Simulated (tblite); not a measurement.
Compound: C6H13PSe.
Bonds: C1–C2, C2–C3, C3–P4, P4–Se5 (double), P4–C6, C6–C7, C7–C8, P4–C8. Hydrogens: H9, H10, H11 on C1; H12, H13 on C2; H14, H15 on C3; H16, H17 on C6; H18, H19 on C7; H20, H21 on C8.

Computed with GFN2-xTB (tblite), gas phase: L-BFGS steps from a force-field or distance-geometry start until the largest atomic force falls under 0.01 eV/Å.

Step 95: E = -685.5618 eV
```
atom  x, y, z in Å  |  force x, y, z in eV/Å
C1      2.4374   -0.2482    0.6351    0.027   0.056  -0.087
C2      2.0867   -0.3068   -0.8440   -0.067   0.010  -0.011
C3      0.5972   -0.5597   -1.0284   -0.046  -0.056  -0.039
P4     -0.4191    0.8167   -0.3236    0.061  -0.056  -0.004
Se5     0.2415    2.7698   -0.6340    0.051   0.023  -0.025
C6     -2.1732    0.3573   -0.7282    0.003  -0.039   0.021
C7     -2.3636   -0.2555    0.6750   -0.026  -0.012  -0.050
C8     -1.0804    0.2841    1.3361   -0.080   0.005  -0.023
H9      3.4734    0.0396    0.7852    0.065  -0.054  -0.044
H10     2.2668   -1.2104    1.1109   -0.010  -0.029   0.039
H11     1.8158    0.5041    1.1181   -0.064   0.057   0.055
H12     2.3295    0.6453   -1.3223    0.034   0.045   0.063
H13     2.6626   -1.0864   -1.3487   -0.020  -0.015   0.033
H14     0.3379   -0.6151   -2.0923    0.032   0.025   0.035
H15     0.2760   -1.4864   -0.5433    0.049   0.010  -0.021
H16    -2.7819    1.2469   -0.8968    0.010  -0.054   0.000
H17    -2.2966   -0.3334   -1.5624   -0.085   0.050   0.010
H18    -3.2811    0.0688    1.1650    0.030   0.017   0.027
H19    -2.3745   -1.3445    0.6352    0.053   0.002   0.000
H20    -1.2681    1.1624    1.9523    0.000   0.039   0.033
H21    -0.4955   -0.4314    1.9107   -0.016  -0.026  -0.011
```

Step 96: E = -685.5633 eV
```
atom  x, y, z in Å  |  force x, y, z in eV/Å
C1      2.4472   -0.2450    0.6279   -0.008   0.013   0.019
C2      2.0858   -0.3031   -0.8469   -0.026   0.018  -0.033
C3      0.5986   -0.5664   -1.0175   -0.033   0.041  -0.009
P4     -0.4184    0.8127   -0.3197    0.062  -0.028   0.033
Se5     0.2507    2.7637   -0.6289    0.043   0.015  -0.023
C6     -2.1722    0.3619   -0.7293   -0.025  -0.025   0.015
C7     -2.3704   -0.2558    0.6694   -0.024  -0.018  -0.031
C8     -1.0915    0.2828    1.3380   -0.022  -0.010   0.006
H9      3.4856    0.0383    0.7705    0.049  -0.051  -0.034
H10     2.2746   -1.2092    1.1056    0.016   0.050   0.007
H11     1.8288    0.5092    1.1177   -0.018   0.012   0.020
H12     2.3211    0.6511   -1.3246    0.027   0.043   0.051
H13     2.6603   -1.0793   -1.3583   -0.001  -0.018   0.035
H14     0.3331   -0.6374   -2.0748   -0.002   0.027  -0.081
H15     0.2907   -1.4857   -0.5195    0.000  -0.103   0.040
H16    -2.7763    1.2543   -0.8945    0.002  -0.024  -0.003
H17    -2.2993   -0.3219   -1.5672   -0.083   0.015  -0.021
H18    -3.2893    0.0664    1.1592    0.034  -0.004   0.004
H19    -2.3762   -1.3451    0.6236    0.035   0.021   0.013
H20    -1.2798    1.1626    1.9533    0.003   0.009   0.016
H21    -0.5123   -0.4370    1.9155   -0.027   0.017  -0.025
```

Step 97: E = -685.5646 eV
```
atom  x, y, z in Å  |  force x, y, z in eV/Å
C1      2.4413   -0.2435    0.6294   -0.007   0.007   0.032
C2      2.0858   -0.3030   -0.8475   -0.015   0.008  -0.011
C3      0.5990   -0.5671   -1.0230   -0.024   0.018  -0.005
P4     -0.4161    0.8110   -0.3219    0.021  -0.017   0.040
Se5     0.2517    2.7634   -0.6296    0.039   0.000  -0.024
C6     -2.1721    0.3604   -0.7278   -0.016  -0.021   0.006
C7     -2.3681   -0.2564    0.6709   -0.001  -0.007  -0.010
C8     -1.0884    0.2830    1.3376   -0.013   0.007  -0.001
H9      3.4818    0.0338    0.7773    0.005  -0.048  -0.040
H10     2.2614   -1.2063    1.1086    0.022   0.058  -0.005
H11     1.8217    0.5132    1.1157    0.014   0.001   0.004
H12     2.3226    0.6513   -1.3240    0.026   0.044   0.048
H13     2.6633   -1.0790   -1.3561   -0.008  -0.013   0.038
H14     0.3365   -0.6334   -2.0821   -0.003   0.022  -0.055
H15     0.2900   -1.4888   -0.5274    0.009  -0.068   0.014
H16    -2.7764    1.2522   -0.8925   -0.002  -0.004   0.002
H17    -2.3036   -0.3223   -1.5657   -0.073   0.005  -0.021
H18    -3.2854    0.0650    1.1638    0.023  -0.004  -0.003
H19    -2.3713   -1.3454    0.6257    0.027   0.012   0.013
H20    -1.2730    1.1650    1.9523   -0.005  -0.009   0.000
H21    -0.5097   -0.4361    1.9159   -0.019   0.009  -0.021
```

Q: Estimate the geometry and energy of step 98. (The exact step hangs on the optimiser's Hessian estimate; all steps are aligned on step 97, rigid shifts and turns removed.)

A: E = -685.5665 eV, largest force 0.068 eV/Å
```
atom  x, y, z in Å  |  force x, y, z in eV/Å
C1      2.4287   -0.2404    0.6333   -0.036  -0.005   0.044
C2      2.0846   -0.3017   -0.8462    0.003   0.000  -0.008
C3      0.5988   -0.5690   -1.0324    0.005  -0.013  -0.016
P4     -0.4129    0.8073   -0.3265   -0.024   0.015   0.036
Se5     0.2529    2.7613   -0.6396    0.028  -0.032  -0.020
C6     -2.1722    0.3578   -0.7247   -0.006   0.001  -0.010
C7     -2.3621   -0.2573    0.6743    0.024  -0.005   0.020
C8     -1.0810    0.2836    1.3373    0.021   0.001  -0.003
H9      3.4728    0.0205    0.7902   -0.030  -0.025  -0.040
H10     2.2310   -1.1991    1.1141    0.026   0.055  -0.005
H11     1.8094    0.5247    1.1097    0.067  -0.013   0.001
H12     2.3244    0.6548   -1.3187    0.014   0.012   0.041
H13     2.6681   -1.0775   -1.3489   -0.014   0.000   0.033
H14     0.3449   -0.6249   -2.0958   -0.007   0.013   0.001
H15     0.2884   -1.4970   -0.5445    0.026   0.002  -0.027
H16    -2.7751    1.2505   -0.8867   -0.008   0.020   0.012
H17    -2.3140   -0.3217   -1.5631   -0.052  -0.014  -0.019
H18    -3.2776    0.0610    1.1711    0.003  -0.001   0.001
H19    -2.3591   -1.3459    0.6303    0.012  -0.004   0.011
H20    -1.2579    1.1674    1.9530   -0.021  -0.031  -0.021
H21    -0.5011   -0.4373    1.9135   -0.030   0.027  -0.031
```

The energy changes by -0.0019 eV. The first-order estimate −F·Δx gives -0.0030 eV and the mean of the old and new forces, exact on a quadratic surface, -0.0019 eV. The step makes an angle of 76° with the force vector and moves no atom by more than 0.032 Å.

What follows is the cost of the whole relaxation. Time: 1.0 s wall. Hardware: one thread of an Arm Neoverse V2 (shared host).
